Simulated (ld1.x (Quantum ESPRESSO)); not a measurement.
# Logarithmic derivatives: Cd, ultrasoft

| Item | Value |
| --- | --- |
| Element | cadmium |
| Generator | ld1.x (Quantum ESPRESSO) 7.5 |
| Type | ultrasoft |
| Functional | PBEsol |
| Relativity | scalar-relativistic |
| Frozen core | [Kr] |
| Valence charge | 12 |
| Reference configuration | 4d10 5s2 5p0 |
| Partial waves | 5s (bound): rcut 1.65, rcutus 2.25 bohr; 5s channel at 0.05 Ry: rcut 1.65, rcutus 2.25 bohr; 5p (bound, empty): rcut 2.50, rcutus 3.20 bohr; 5p channel at 0.3 Ry: rcut 2.50, rcutus 3.20 bohr; 4d (bound): rcut 0.80, rcutus 1.05 bohr; 4d channel at 2.5 Ry: rcut 0.80, rcutus 1.05 bohr; 4f channel at 0.1 Ry: rcut 2.55, rcutus 3.00 bohr; 4f channel at 1.25 Ry: rcut 2.55, rcutus 3.00 bohr |
| Local potential | all-electron potential smoothed inside 1.05 bohr (lloc = -2) |
| Core correction | Bessel-smoothed model core inside 0.90 bohr |
| Augmentation charge | built from norm-conserving waves at rcut, not smoothed further |

The phase is arctan(r·u′/u) with u = r·R(r), unwrapped; energies in Ry, scanned from -3 to 5 Ry. A pole is an energy at which the radial function vanishes at the test radius. The pseudo phase is shifted by a multiple of π to meet the all-electron one at the reference energy, and phase errors are pseudo minus all-electron; the curves can meet again beyond the range given. Levels narrower than the energy grid can be missing from the lists of poles.

```csv
channel,radius (bohr),reference energy (Ry),"poles, all-electron","poles, pseudo",unbroken range about the reference energy with phases within 0.05 rad,phase error 1 Ry above the reference energy (rad)
s,3.48,-0.42,"0.11, 4.36","0.11, 4.22",the whole range,-0.000
p,3.48,-0.08,0.89,0.89,below 2.6,+0.000
d,3.48,-0.86,"-0.83, 2.35","-0.83, 2.35",the whole range,+0.000
f,3.48,0.10,"2.35, 4.99","1.86, 2.51",below 1.8,-0.000
```

Note: ghost states, extra bound levels that the all-electron valence spectrum of the same l lacks: s at -140.2 eV, p at -62.5 eV. A true bound ghost makes a file unfit for plane-wave use.

Phases in the f channel:

```csv
E (Ry),all-electron,pseudo
-3.00,1.422,1.422
-2.76,1.417,1.417
-2.52,1.411,1.411
-2.28,1.405,1.405
-2.04,1.398,1.398
-1.80,1.390,1.390
-1.56,1.381,1.381
-1.32,1.371,1.371
-1.08,1.359,1.359
-0.84,1.345,1.345
-0.60,1.327,1.327
-0.36,1.304,1.304
-0.12,1.275,1.275
0.12,1.235,1.235
0.36,1.176,1.176
0.60,1.081,1.081
0.84,0.900,0.900
1.08,0.476,0.475
1.32,-0.417,-0.417
1.56,-1.062,-1.066
1.80,-1.327,-1.371
2.04,-1.462,-4.551
2.28,-1.550,-4.652
2.52,-1.622,-4.716
2.76,-1.699,-4.768
3.00,-1.808,-4.818
3.24,-2.045,-4.874
3.48,-2.996,-4.946
3.72,-4.173,-5.056
3.96,-4.456,-5.264
4.20,-4.566,-5.774
4.44,-4.627,-6.729
4.68,-4.670,-7.276
4.92,-4.703,-7.493
```
